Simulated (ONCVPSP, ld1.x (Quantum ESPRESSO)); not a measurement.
## Pseudopotentials across the periodic table

Generated with ld1.x 7.5 (TM, RRKJ, ultrasoft, PAW), atompaw 4.2 or ONCVPSP 4.0.1. The cutoff is in Ry: for ld1.x and atompaw files where the sum of valence levels is converged to 10 mRy in a Bessel basis, for ONCV files where the hardest occupied wave has 1 mHa per electron of residual kinetic energy. The error is the largest all-electron minus pseudo excitation energy over each file’s own four to seven test configurations (ionisations up to +4, promotions, holes and added fractions of an electron), all of which were solved. The labels leave out finer settings (local radius, basis sizes, second energies), which also bear on the numbers. Spin-polarised tests are not counted. The rows are a selection from randomly drawn settings: files with unsolved tests, undetermined cutoffs or missed reference levels are left out.

A true bound ghost makes a file unfit for plane-wave use even where its test errors are small: the radial tests pick states by their node count and pass the ghost by.

| element | potential | cutoff (Ry) | largest error (meV) | bound ghosts |
| --- | --- | --- | --- | --- |
| Ga | TM, BP86, non-relativistic, rc 1.75/2.50/2.50 (spd), local smoothed, core correction yes, reference 4s1.75 4p1.25 | 12 | -136 | none |
| Ge | TM, LDA (PZ), scalar-relativistic, rc 1.65/1.70 (sp), local s, core correction yes, reference 4s2 4p1 | 30 | -182 | none |
| Se | ONCV, BLYP, scalar-relativistic, rc 1.50/1.45/1.55 (spd), local p, core correction yes, reference 4s2 4p2.5, qcut 3.8/6.1/7, projectors 1/0/2 | 78 | -3.3 | d |
| Zr | ONCV, PBEsol, scalar-relativistic, rc 1.85/1.45/2.60 (spd), local smoothed, core correction yes, reference 4s2 4p6 4d2 5s2, qcut 5.4/4.6/6.2, projectors 2/2/2 | 107 | -7.1 | none |
| Te | TM, PW91, scalar-relativistic, rc 1.85/2.10/2.00 (spd), local s, core correction yes, reference 5s2 5p4 | 30 | -226 | d |
| Pr | TM, PBEsol, fully relativistic, rc 3.95/3.70/2.60 (spd), local s, core correction no, reference 5d1 6s1.5 6p0.5 | 12 | +148 | none |
| Gd | ONCV, BLYP, scalar-relativistic, rc 2.55/1.60/2.30/1.10 (spdf), local smoothed, core correction yes, reference 4f7 5s2 5p6 5d1 6s1, qcut 5.3/4.2/3.6/14.1, projectors 2/3/3/3 | 184 | -6.2 | s |
| Hg | ONCV, LDA (Perdew-Wang 92), scalar-relativistic, rc 1.30/1.55/1.60 (spd), local smoothed, core correction no, reference 5s2 5p6 5d10 6s2, qcut 9.8/9.5/8.9, projectors 2/1/2 | 71 | +85 | none |

Question: Fill in the row for Sc: ONCV, LDA (Perdew-Zunger), non-relativistic, rc 3.00/3.25/2.60 (spd), local smoothed, core correction yes, reference 3d1 4s0.5, qcut 2/2.4/6.4, projectors 2/2/2.

Answer: cutoff 29 Ry, largest error +101 meV, bound ghosts: none.
